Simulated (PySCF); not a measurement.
O4Pt, charge +2, multiplicity 1. Atoms are numbered in the order given.

```xyz
5

Pt     0.0000     0.0000     0.0000
O      0.9944     0.9944     0.9944
O     -0.9944     0.9944    -0.9944
O     -0.9944    -0.9944     0.9944
O      0.9944    -0.9944    -0.9944
```
Charge +2, spin multiplicity 1.

Geometry: B3LYP-D3(BJ)/def2-SVP. The spin state was assumed, not searched. The def2 effective core potentials stand for the cores of Pt; spin–orbit coupling is left out.

These are PBE/def2-TZVP (PySCF) values and carry that method's errors.

ESP charges are fitted to the potential on shells at 1.4 to 2.0 van der Waals radii. Atomic charges (e):

| atom | Mulliken | Löwdin | ESP fit |
|---|---|---|---|
| Pt1 | 1.59 | 1.55 | 1.00 |
| O2 | 0.10 | 0.11 | 0.25 |
| O3 | 0.10 | 0.11 | 0.25 |
| O4 | 0.10 | 0.11 | 0.25 |
| O5 | 0.10 | 0.11 | 0.25 |
